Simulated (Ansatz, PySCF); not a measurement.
Energy difference R1 + R2 → P1 + P2, each structure at its B3LYP-D3(BJ)/def2-TZVP stationary point, reached from a drawn start (curvature not checked).
P1, H2 (SMILES [H][H]) (charge 0, multiplicity 1):
```xyz
2

H      0.000     0.000     0.372
H      0.000     0.000    -0.372
```
R1: H2O (SMILES O), charge 0, multiplicity 1.
P2: BHO2 (SMILES O=BO), charge 0, multiplicity 1.
R2: BHO (SMILES B=O), charge 0, multiplicity 1.

P less R. No zero-point or thermal terms.

Frozen-core correlation throughout.

Run with Ansatz (a program for electronic structure) with Gaussian orbitals; PySCF for the D3/D4 terms. All values are computed, each at the level named.

Problem. Give the reaction energy at the level PBE0-D3(BJ)/def2-TZVPP.

Solution. -15.2 kcal/mol

Problem. What reaction energy does PBE0/def2-TZVPP give?

Solution. -15.0 kcal/mol

Problem. What is the computed reaction energy (MP2/cc-pVQZ)?

Solution. -14.5 kcal/mol
